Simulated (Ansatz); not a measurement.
Computed with Ansatz on PBE0-D4/def2-TZVP structures; ΔE is electronic, products minus reactants. CCSD(T)/CBS is the MP2 limit (def2-TZVPP, def2-QZVPP) plus CCSD(T) − MP2 in def2-TZVPP, frozen cores. This one scheme is used for every species. DFT in def2-TZVPP. def2 core potentials past Kr. For Se, Te outer-core shells are correlated without core-valence functions, which leaves a few kJ/mol of doubt a bond. Scalar relativity is left out up to krypton. Each species was taken in one conformer, which may not be the lowest.

Consider the ligand exchange at the Si–C bond: `CC[SiH2][SeH]` + H₂Te → `[SeH][SiH2][TeH]` + ethane.

```csv
level,ΔE (kJ/mol),difference from CCSD(T)/CBS
PBE-D4,-67.8,-1.1
PBE,-68.9,-2.2
r2SCAN,-66.9,-0.2
PBE0,-69.0,-2.3
HF/def2-TZVPP,-65.7,1.0
MP2/def2-TZVPP,-66.9,-0.2
MP2/def2-QZVPP,-71.0,-4.3
SCS-MP2/def2-QZVPP,-68.0,-1.3
HF/CBS(def2),-65.6,1.1
CCSD/CBS(def2),-66.3,0.4
CCSD(T)/CBS,-66.7,0
```

Largest T1 diagnostic among the species: 0.010.
